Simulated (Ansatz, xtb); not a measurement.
# Isomers of C4H2ClNO2 in order of energy

5 gas-phase structures of C4H2ClNO2, from a drawn sample of its isomers (lower ones may exist). Each was relaxed with GFN2-xTB; where two conformers were screened, the lower at r2SCAN-D4/def2-SVP is listed:

A. `O=Cc1oncc1Cl`, a singlet
B. `O=Cc1ncc(Cl)o1`, a singlet
C. `O=Cc1cnc(Cl)o1`, a singlet
D. `O=Cc1conc1Cl`, a singlet
E. `O=Cc1cnoc1Cl`, a singlet

Problem. Estimate their order in r2SCAN-D4/def2-SVP energy at these geometries, lowest first.

Solution. Calculated order at r2SCAN-D4/def2-SVP: C (0.0), B (7.8), E (106.5), D (111.2), A (119.8) kJ/mol.

Energies above the lowest of each column, in kJ/mol; the last columns are at PBE0-D3(BJ)/def2-SVP geometries and were run for some of them only (a dash: not run or not comparable):

```
structure  GFN2-xTB  HF/STO-3G  r2SCAN-D4/def2-SVP  PBE0-D3(BJ)/def2-SVP  CCSD(T)/def2-SVP + ΔMP2/def2-TZVPP
        C       0.0        0.1                 0.0                   0.0                                 0.0
        B      13.7        0.0                 7.8                   9.0                                 6.7
        E     118.8       51.3               106.5                 106.4                                96.8
        D     113.2       50.2               111.2                     –                                   –
        A     119.1       54.3               119.8                     –                                   –
```

Every level run on C puts it lowest or level with the lowest. Flexible structures stand in one conformer each, not always the lowest. Frequencies (GFN2-xTB) were run for B, C, E alone. ΔMP2 is the change of the MP2 energy from the smaller to the larger basis.

Over these structures GFN2-xTB departs from r2SCAN-D4/def2-SVP by 4.1 kJ/mol on average once a common shift is removed. A GFN2-xTB relaxation took about 0.058 s and the r2SCAN-D4/def2-SVP energy about 2.9 s on a shared host (Ansatz 0.2.0, xtb 6.7.1).
